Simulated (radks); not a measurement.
Results of a calculation; reference values are marked as such.
The krypton ion Kr2+ inside a hard spherical wall (all orbitals vanish at R), configuration held at [Ar] 3d10 4s2 4p4 and not refilled when levels cross. Level of theory: non-relativistic Kohn-Sham, LDA (Slater exchange, VWN5 correlation), spin-unpolarised, spherical densities, point nucleus (a radial shooting solver on a logarithmic mesh with Libxc functionals). Eigenvalues in eV, with the zero of energy where the potential of the charges vanishes at infinity; a dash marks a level that is unbound or too diffuse for the functional's potential to be trusted. A positive occupied level is held by the wall or, in an anion where self-interaction has pushed it up, behind a barrier. The pressure on the wall is -dE/dV.

R (bohr)  E (hartree)  kinetic (hartree)    e(3p)    e(3d)    e(4s)    e(4p)  e(4d, empty)  e(5s, empty)  pressure (GPa)
free      -2748.68595           2746.410  -218.22  -108.99  -45.203  -31.116       -12.425       -12.351               0
20        -2748.68595           2746.410  -218.22  -108.99  -45.203  -31.116       -12.425       -12.351        < 0.0001
10        -2748.68595           2746.410  -218.22  -108.99  -45.203  -31.116       -12.424       -12.345        < 0.0001
8         -2748.68594           2746.410  -218.21  -108.99  -45.203  -31.115       -12.410       -12.258        0.000191
5         -2748.68109           2746.465  -218.04  -108.82  -45.073  -30.971       -11.536        -8.833            1.13
4         -2748.63053           2746.880  -216.94  -107.72  -44.266  -30.017        -9.019        -0.661            19.3
3.5       -2748.50536           2747.703  -215.09  -105.89  -42.847  -28.285        -5.633         9.546            80.9
3         -2748.10654           2749.855  -211.07  -101.91  -39.385  -24.029         1.416        29.928             350
1.5       -2724.92957           2826.577  -147.43  -36.969   82.864   110.43        156.33        445.14           72200
